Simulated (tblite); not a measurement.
Species: C₅H₉N₂O₃S (charge +1).
SMILES with atom numbers: `[CH3:1][n:2]1[cH:3][c:4]([S:5](=[O:6])(=[O:7])[OH:8])[cH:9][n+:10]1[CH3:11]` (hydrogens: H12, H13, H14 on C1; H15 on C3; H16 on O8; H17 on C9; H18, H19, H20 on C11)

The geometry is computed with GFN2-xTB (gas phase).

Task: List the bond lengths, angles and torsions at this level.

Result: 
| bond | length (Å) | order |
| --- | --- | --- |
| C1–N2, N10–C11 | 1.434 | single |
| N2–C3, C9–N10 | 1.335 | aromatic |
| C3–C4, C4–C9 | 1.384 | aromatic |
| C4–S5 | 1.791 | single |
| S5=O6, S5=O7 | 1.418 | double |
| S5–O8 | 1.593 | single |
| N2–N10 | 1.344 | aromatic |
| C1–H12 and 5 like bonds | 1.090 | single |
| C3–H15, C9–H17 | 1.073 | single |
| O8–H16 | 0.961 | single |

Bonds in one row agree within 0.01 Å and their mean is given. Orders are formal, as drawn. A selection of angles:
| angle | degrees |
| --- | --- |
| N2–C1–H12 | 110.9 |
| N2–C1–H13 | 108.9 |
| H12–C1–H13 | 108.6 |
| C1–N2–C3 | 128.4 |
| C1–N2–N10 | 122.7 |
| C3–N2–N10 | 108.9 |
| N2–C3–C4 | 108.2 |
| N2–C3–H15 | 123.4 |
| C4–C3–H15 | 128.4 |
| C3–C4–S5 | 126.8 |
| C3–C4–C9 | 105.8 |
| C4–S5–O6 | 107.2 |
| C4–S5–O8 | 95.5 |
| O6–S5–O7 | 121.5 |
| O6–S5–O8 | 111.2 |
| O7–S5–O8 | 110.3 |
| S5–O8–H16 | 113.8 |
| C4–C9–H17 | 128.5 |
| C9–N10–C11 | 128.6 |

Dihedral angles: C3–C4–S5–O6 21° (synperiplanar); H16–O8–S5–C4 -166° (antiperiplanar). The mirror-image conformer, all signs reversed, is as good.

Of the pairs four or more bonds apart, C11···H12 is among the closest relative to their van der Waals radii: 2.85 Å, 98 % of the sum of Bondi's values. N2 (nitrogen bonded to 2 C and N) is planar (angles 128.4°, 122.7° and 108.9°, sum 360.0°, 0.00 Å off the plane of its three neighbours). The C–N distances run from 1.335 Å (N2–C3, aromatic) to 1.434 Å (N10–C11, drawn single), a spread of 0.099 Å. The O–S distances run from 1.417 Å (S5=O6, drawn double) to 1.593 Å (S5–O8, drawn single), a spread of 0.176 Å. C4 (substituted aromatic carbon) is planar (angles 127.4°, 126.8° and 105.8°, sum 360.0°, 0.01 Å off the plane of its three neighbours). The 5-membered ring N2–C3–C4–C9–N10 has internal angles of 105.8° to 108.9°; it is planar, 0.00 Å rms from its mean plane, widest ring torsion 0°. O8 (hydroxyl oxygen) is bent (angle 113.8°).

Its GFN2-xTB frequencies are all real (lowest 18 cm⁻¹). Torsions: C3–C4–S5–O6 21°, C4–S5–O8–H -166°.

Time: 0.87 s wall. Hardware: one thread, Arm Neoverse V1 (aarch64), no GPU, shared host. These figures are those of the optimisation.
